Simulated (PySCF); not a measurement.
Sn(NCO)Me3, C4H9NOSn.
Structure used (PBE0-D3(BJ)/def2-SVP), in Å, numbered top down from 1:
```
atom  x, y, z in Å
Sn1   -0.0012    0.0034   -0.1475
N2     0.0324    0.0011    1.8953
C3     0.0262   -0.0300    3.0900
O4     0.0241   -0.0578    4.2658
C5     2.0623   -0.0042   -0.7174
H6     2.1596   -0.1190   -1.8066
H7     2.5747   -0.8405   -0.2217
H8     2.5396    0.9374   -0.4123
C9    -1.0366    1.8037   -0.6672
H10   -1.0169    1.9562   -1.7559
H11   -0.5506    2.6588   -0.1770
H12   -2.0814    1.7467   -0.3316
C13   -1.0521   -1.7873   -0.6710
H14   -2.0435   -1.7828   -0.1966
H15   -0.4931   -2.6652   -0.3188
H16   -1.1780   -1.8545   -1.7612
```

The calculation used TDDFT B3LYP/def2-SVPD, vertical, gas phase, core orbitals frozen in the response, def2 core potentials past Kr in PySCF 2.14.0, density-fitted response routines. Spin–orbit coupling is left out.

What does the calculation give for the low-lying excited states?

| state | E (eV) | E (hartree) | f | main configurations (H = HOMO, L = LUMO) |
| --- | --- | --- | --- | --- |
| S1 | 6.29 | 0.2312 | 0.050 | H-1/H→L (97%) |
| S2 | 6.29 | 0.2312 | 0.051 | H-1/H→L (97%) |
| S3 | 6.84 | 0.2512 | 0.0032 | H-1/H→L+1 (≥91%) |
| S4 | 6.84 | 0.2512 | 0.0024 | H-1/H→L+1 (≥90%) |
| S5 | 7.01 | 0.2577 | 0.0000 | H-1/H→L+3 (≥44%), H-1/H→L+2 (≥28%) |
| S6 | 7.06 | 0.2595 | 0.016 | H-1/H→L+2 (≥47%), H-1/H→L+3 (≥40%) |
| S7 | 7.07 | 0.2597 | 0.021 | H-1/H→L+3 (≥44%), H-1/H→L+2 (≥44%) |
| S8 | 7.27 | 0.2673 | 0.049 | H-3/H-2→L (≥87%) |
| S9 | 7.28 | 0.2674 | 0.048 | H-3/H-2→L (≥87%) |

Triplets (Tamm–Dancoff): T1 6.03 eV, H-1/H→L (≥77%); T2 6.03 eV, H-1/H→L (≥78%); T3 6.53 eV, H-1/H→L+1 (≥14%), H-1/H→L+3 (≥12%), H-1/H→L+8 (≥10%).

The lowest singlet level (S1/S2) lies at 6.29 eV (197 nm, vacuum ultraviolet) and is of moderate strength. The lowest level is also the most intense of those listed (f = 0.101 summed). S1/S2, S3/S4, S6/S7 and S8/S9 lie within about 0.01 eV of each other in each set. Löwdin shares by element: HOMO (one of a set within 0.03 eV) nitrogen 35%, oxygen 25%, carbon 23% or more (atoms not listed hold the other 17%); LUMO tin 34%, carbon 29% or more (atoms not listed hold the other 38%). Weighted by f, the mean energy of these states is 6.82 eV. The listed states span 0.98 eV, and the widest gap between neighbours is 0.54 eV (S2 to S3). Orbital energies (eV): HOMO-3 -8.52, HOMO-2 -8.52, HOMO-1 -7.47, HOMO -7.47, LUMO -0.50, LUMO+1 0.38, LUMO+2 0.48. No computed singlet lies in the visible range (380 to 750 nm); the lowest, at 197 nm, stands 3.03 eV above its violet end (3.26 eV). The vertical ionisation energy (ΔSCF) is 9.45 eV, 2.17 eV above S9. Orbitals of the list HOMO-3 to LUMO+2 that lie within 0.01 eV of each other are written together with a slash and their weights summed (≥ marks a lower bound); for degenerate orbitals outside that list single weights are arbitrary. Only the lowest 10 singlets were computed, as vertical energies without vibronic structure. The highest level found (7.34 eV, f 0.153 so far) is left out, since the window may have cut off a degenerate partner.
